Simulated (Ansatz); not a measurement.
`C[SiH2]C=O` + HCl → `O=C[SiH2]Cl` + CH₄ at 600 K and 1 bar (ligand exchange at the Si–C bond).

Calculated with Ansatz (gas phase, PBE0-D4/def2-TZVP geometries, no zero-point term in ΔE). CBS: MP2 limit from def2 TZ/QZ plus the TZ coupled-cluster correction, frozen cores. This one scheme is used for every species. One conformer a species, not always the lowest.

| species | CCSD(T)/CBS energy (Eh) | H − E (kJ/mol) | S (J/(mol·K)) |
| --- | --- | --- | --- |
| `C[SiH2]C=O` | -443.94476 | 243.3 | 409.8 |
| HCl | -460.38127 | 35.4 | 207.2 |
| `O=C[SiH2]Cl` | -863.90082 | 143.0 | 391.2 |
| CH₄ | -40.46206 | 140.4 | 215.7 |

H − E and S are ideal-gas, rigid-rotor, harmonic terms from PBE0-D4/def2-TZVP, for one conformer and one mirror image of each species. 1 Eh = 2625.50 kJ/mol, R = 8.31446 J/(mol·K).

By hand: ΔE, ΔH, ΔS and ΔG.

ΔE = (-863.90082) + (-40.46206) − (-443.94476) − (-460.38127) = -0.03685 Eh = -96.7 kJ/mol. Δ(H − E) = 143.0 + 140.4 − 243.3 − 35.4 = 4.7, so ΔH = -92.0 kJ/mol. ΔS = 391.2 + 215.7 − 409.8 − 207.2 = -10.1 J/(mol·K). ΔG = -92.0 − 600 × (-10.1)/1000 = -85.9 kJ/mol.

By hand: the equilibrium constant, and the temperature at which ΔG would vanish if ΔH and ΔS stayed fixed.

log₁₀ K = −ΔG/(RT ln 10) = 7.5. ΔG = 0 at ΔH/ΔS = 9109 K, far beyond where these terms or the molecules hold.

The number of gas molecules stays the same, so ΔS is small and ΔH decides. A doubt of 5 kJ/mol in ΔE shifts log₁₀ K by 0.4 here. Other conformers and mirror images would add mixing entropy, several J/(mol·K) or more a flexible species. Modes under 60 cm⁻¹, often nearly free rotors, make the harmonic entropy too high. These are equilibria of isolated gas molecules and say nothing of rates. Largest T1 diagnostic: 0.014 (customary marks: 0.02 for closed shells, 0.045 for open ones).
